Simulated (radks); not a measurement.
Valence configurations of C3+ (all share [He]). Method: Dirac Kohn-Sham, LDA (Slater exchange, Perdew-Wang correlation), spin-unpolarised, spherical densities, point nucleus; open shells fill j = l - 1/2 first; computed with a radial shooting solver on a logarithmic mesh with Libxc functionals. Energies are relative to 2s1; eigenvalues in eV.

valence      E (eV)  e(2p1/2)  e(2s1/2)
2s1           0.000         -   -55.865
2s0.5 2p0.5   3.896   -47.679   -55.490
2p1           7.811   -47.265         -

NIST lists [He] 2s1 as the ground configuration; this level of theory agrees among the configurations tried. The energies are those of spherical spin-averaged densities, not of single terms.
